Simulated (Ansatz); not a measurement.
Rb6. Charge 0, multiplicity 1. Geometry PBE0/def2-SVP; atoms count from 1.

```xyz
6

Rb   -1.2702   -3.3468    2.5043
Rb    1.3334    4.1829    0.1349
Rb    0.9834    0.7745    3.5380
Rb    1.2296    1.0473   -3.6665
Rb   -0.3417   -3.2766   -2.3382
Rb   -1.9345    0.6186   -0.1725
```

In the def2 sets Rb takes a core potential; there is no spin–orbit coupling. The restricted singlet is unstable towards broken spin symmetry in Hartree–Fock (as tested in another run); at PBE0/def2-TZVP this wasn't settled. The structure comes from a short search, and lower isomers may exist.

(1) Estimate the Mulliken populations from the PBE0/def2-TZVP orbitals of Ansatz.

(2) And the Mayer bond orders between bonded heavy atoms (over 0.3)?

## Answers

(1) 
| atom | charge (e) |
| --- | --- |
| Rb1 | -0.12 |
| Rb2 | -0.12 |
| Rb3 | -0.17 |
| Rb4 | -0.17 |
| Rb5 | -0.17 |
| Rb6 | 0.74 |
Mulliken values and Mayer orders depend strongly on the basis.

(2) Rb1–Rb3 0.53 (4.81 Å); Rb1–Rb5 0.47 (4.93 Å); Rb2–Rb3 0.52 (4.83 Å); Rb2–Rb4 0.47 (4.93 Å); Rb4–Rb5 0.59 (4.79 Å).
